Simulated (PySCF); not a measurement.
**Working out the excitation energy of Te⁺**

Te⁺ [Kr] 4d10 5s2 5p3 (4S) → Te⁺ [Kr] 4d10 5s1 5p4 (4P). Computed with PySCF 2.14 in x2c-TZVPPall (8s6p4d2f, 60 functions), with scalar relativity by spin-free X2C-1e. Frozen: [Kr] 4d10. Energies in hartree (1 hartree = 27.21139 eV):

```
            part   Te⁺ (lower)   Te⁺ (upper)
             UHF  -6790.569544  -6790.227662
CCSD correlation     -0.071402     -0.087770
             (T)     -0.001948     -0.005400
```

What does Hartree-Fock give?

(-6790.227662) − (-6790.569544) = 0.341882 hartree = 9.303 eV.

What do CCSD and CCSD(T) give?

The CCSD correlation energies differ by -0.016368 hartree = -0.445 eV and the triples by -0.003452 hartree = -0.094 eV, so CCSD gives 8.858 eV and CCSD(T) 8.764 eV.

The coupled-cluster amplitudes are large, so a single reference is strained.
